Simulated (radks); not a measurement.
Q: All-electron calculation, scalar-relativistic Kohn-Sham, BLYP, spin-unpolarised, spherical densities, finite nucleus; Fermi nuclear charge, rms radius of each element as measured or else 0.836 A^(1/3) + 0.57 fm. Program: a radial shooting solver on a logarithmic mesh with Libxc functionals. Each species is in its NIST ground configuration. Rank Pd2+, Te2+, In2+, Tc2+, Zr2+, Ru2+, Sn2+, Sb2+, Mo2+, Sr2+, Nb2+, Rh2+, Xe2+, I2+, Rb2+, Ag2+, Cd2+ by Delta-SCF ionisation energy (eV), largest first.

A: Sr2+ 43.077, Rb2+ 39.995, Cd2+ 37.897, Ag2+ 36.083, Pd2+ 34.251, Rh2+ 32.399, Xe2+ 31.569, Sn2+ 31.091, Ru2+ 30.521, I2+ 29.222, Tc2+ 28.609, In2+ 28.534, Te2+ 26.860, Mo2+ 26.655, Nb2+ 24.646, Sb2+ 24.470, Zr2+ 22.563.
